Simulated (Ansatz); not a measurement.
Reaction (ligand exchange at a Ti–Br bond): `[Cl][Ti]([Cl])([Br])[Br]` + H–F → `[F][Ti]([Cl])([Cl])[Br]` + HBr

Computed with Ansatz on PBE0-D4/def2-TZVP structures; ΔE is electronic, products minus reactants. CCSD(T)/CBS adds triple-zeta CCSD(T) − MP2 to the extrapolated MP2 energy (def2 sets, frozen cores). This one scheme is used for every species. Functionals use def2-TZVPP. For Br, Ti outer-core shells are correlated without core-valence functions, which leaves a few kJ/mol of doubt a bond. Scalar relativity is left out up to krypton.

(1) Is it downhill or uphill in electronic energy at CCSD(T)/CBS, and by how much? (An estimate is asked.)

(2) What do these levels give: r2SCANh-D4, ωB97M-V, CCSD(T)/def2-TZVPP, HF/def2-QZVPP, MP2/CBS(def2), CCSD/CBS(def2)? (Best estimate.)

Largest T1 diagnostic among the species: 0.023, so the coupled-cluster value is less sure than usual.

## Answers

(1) Ansatz gave: Nearly level: ΔE = +0.1 kJ/mol.

(2) Computed: r2SCANh-D4 -19.0, ωB97M-V -25.3, CCSD(T)/def2-TZVPP -9.8, HF/def2-QZVPP -35.1, MP2/CBS(def2) 25.7, CCSD/CBS(def2) -10.0 kJ/mol.

From r2SCAN to r2SCAN0 (25 % exact exchange), in def2-TZVPP and without D4, ΔE moves by +4.7 kJ/mol. In def2-TZVPP, CCSD(T) changes the Hartree–Fock value by +24.8 kJ/mol (the triples alone add +10.1 kJ/mol) and MP2 by +50.3 kJ/mol. Leaving LDA and LC-ωPBE aside and taking each functional with its dispersion term where it has one, the values, not all of them listed here, spread over 30.7 kJ/mol, from ωB97X-V to PBE-QIDH. LDA lies +4.6 kJ/mol from PBE without D4.
